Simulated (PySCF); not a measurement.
Correlation energy of Zn⁺ (zinc, charge +1)

[Ar] 3d10 4s1, 2S determinant. Calculation: PySCF 2.14, in x2c-QZVPPall (11s7p6d4f2g, 108 functions); the spin-free X2C one-electron Hamiltonian (Gaussian nucleus). Frozen: [Ar]; 11 electrons correlated.

MP2 pair energies summed by pair of shells (mhartree):

```json
{"pair": "3d-3d", "energy": "-463.57", "share (%)": "93.6"}
{"pair": "3d-4s", "energy": "-31.79", "share (%)": "6.4"}
```

Total MP2 correlation energy: -495.36 mhartree.

Same-spin part -182.37 and opposite-spin part -312.99 mhartree; SCS-MP2 scales them by 1/3 and 6/5 to -436.37 mhartree.
